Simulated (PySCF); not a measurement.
A structure optimised at PBE0-D3(BJ)/def2-SVP, used in a PySCF frequency run:

```xyz
9

N      1.7910    -0.3024    -0.1578
Si     0.1232    -0.0224    -0.3382
O     -0.2384     1.3801    -1.1297
O     -0.6250    -1.2054    -1.2022
Cl    -0.6169     0.0646     1.5935
H      2.1325    -0.7294     0.6945
H      2.3552    -0.5537    -0.9617
H      0.1214     2.1860    -0.7476
H     -1.4774    -0.9682    -1.5809
```

Task: Write its SMILES and formula.

Result: N[Si](O)(O)Cl, ClH4NO2Si

Task: What are its rotational constants (standard atomic weights)?

Result: 3.8008, 2.4124, 2.2928 GHz
